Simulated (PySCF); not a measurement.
Isomers of C2H10OSi2, one GFN2-xTB conformer each. Single-point energies are computed at PBE0/pcSseg-1 (PySCF, gas phase, no added dispersion term), electronic only.

Question: Rank them by PBE0/pcSseg-1 energy, lowest first (kcal/mol).
A. `[CH3:1][O:2][CH:3]([SiH3:4])[SiH3:5]` with C1–O2–C3–Si4 145°
B. `[CH3:1][O:2][CH2:3][SiH2:4][SiH3:5]` with C1–O2–C3–Si4 -179°, O2–C3–Si4–Si5 41°
C. `[CH3:1][CH2:2][SiH2:3][O:4][SiH3:5]` with C1–C2–Si3–O4 180°

Answer: C (0.0), B (65.3), A (71.8).

As drawn, the lowest has an Si–O bond, which the highest lacks. GFN2-xTB itself gives, in the same order: 0.0, 87.1, 82.7. Both levels put the same isomer lowest; measured from each level's own lowest isomer, the values differ by up to 21.8 kcal/mol (COC[SiH2][SiH3]: 87.1 against 65.3).

Which frontier levels, dipoles and rotational constants go with these structures?

```json
{"SMILES": "CC[SiH2]O[SiH3]", "HOMO (eV, PBE0/pcSseg-1)": "-8.05", "LUMO (eV)": "0.31", "dipole (D)": "0.44", "A, B, C (MHz)": "11132, 1135, 1070"}
{"SMILES": "COC[SiH2][SiH3]", "HOMO (eV, PBE0/pcSseg-1)": "-7.60", "LUMO (eV)": "0.25", "dipole (D)": "1.74", "A, B, C (MHz)": "4466, 1687, 1303"}
{"SMILES": "COC([SiH3])[SiH3]", "HOMO (eV, PBE0/pcSseg-1)": "-7.00", "LUMO (eV)": "0.48", "dipole (D)": "1.43", "A, B, C (MHz)": "2961, 2458, 1454"}
```
